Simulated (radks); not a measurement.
Isoelectronic series with 11 electrons, all held in the configuration [Ne] 3s1, which need not be the ground one along the series. All-electron calculation, scalar-relativistic Kohn-Sham, PBE, spin-polarised, spherical densities, finite nucleus; open shells are filled with parallel spins first (spin-orbit coupling, left out, can overturn this in heavy ions); Fermi nuclear charge, rms radius of each element as measured or else 0.836 A^(1/3) + 0.57 fm. Program: a radial shooting solver on a logarithmic mesh with Libxc functionals. Total energies (hartree) and orbital eigenvalues (eV):

ion    E (hartree)      3s up    2p down      2p up    2s down
Si3+    -287.73516   -40.4019  -131.7843  -132.1106  -175.6480
Cl6+    -450.63524  -107.3088  -298.8944  -299.4352  -359.3237
Ca9+    -651.22959  -202.3466  -528.2590  -529.0046  -606.1487
V12+    -889.76574  -325.3670  -819.7164  -820.6629  -916.2687
Fe15+  -1166.55855  -476.4722  -1173.385  -1174.531  -1290.217
Cu18+  -1481.98299  -655.8754  -1589.509  -1590.855  -1728.744
Ge21+  -1836.47326  -863.8644  -2068.417  -2069.964  -2232.775
Br24+  -2230.52601  -1100.790  -2610.503  -2612.251  -2803.403
Sr27+  -2664.70129  -1367.064  -3216.222  -3218.175  -3441.884
